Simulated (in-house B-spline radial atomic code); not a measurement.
# Ionising Te3+ with different functionals

Computed with a B-spline radial code for spherical atoms: four-component Dirac-Coulomb Hamiltonian, Fermi nucleus of rms radius 4.7423 fm, spin-restricted, spherical fractional occupations for the functionals. The ionisation energy is the difference of two self-consistent energies, [Kr] 4d10 5s2 5p1 → [Kr] 4d10 5s2, without Breit or QED terms; ε is the level of the shell that loses the electron (mean over j). The electron is taken from both j subshells in proportion to 2j + 1, so the result is a j average, not the step between ground levels.

Hybrids are left out here: with spherical fractional occupations of an open shell their exact exchange keeps a self-interaction that integer-occupation calculations don't have.

```tsv
method	rung	ΔSCF (eV)	-ε(5p) (eV)
LDA VWN5	LDA	36.94	32.01
relativistic LDA	LDA	36.92	32.00
LDA PW92	LDA	?	?
LDA exchange-only	LDA	35.62	30.70
PBE	GGA	36.52	31.63
PBEsol	GGA	36.56	31.69
BLYP	GGA	36.60	31.65
RPBE	GGA	36.35	31.49
PW91	GGA	36.63	31.74
BP86	GGA	?	?
AM05	GGA	36.52	31.65
OLYP	GGA	36.20	31.35
```

Task: What does LDA PW92 give?

Result: ΔSCF 36.94 eV, and -ε(5p) = 32.01 eV.

Task: What does BP86 give?

Result: ΔSCF 36.71 eV, and -ε(5p) = 31.83 eV.

Task: How do they compare with the NIST value?

Result: NIST lists 37.416 eV ± 0.0012 (measured, ground level to ground level). Errors run from -1.79 to -0.47 eV; LDA VWN5 is closest (-0.47 eV), but part of that can be cancellation, since the calculations leave out Breit-QED terms, spin polarisation, the choice among j levels, multiplet and fine-structure energies.
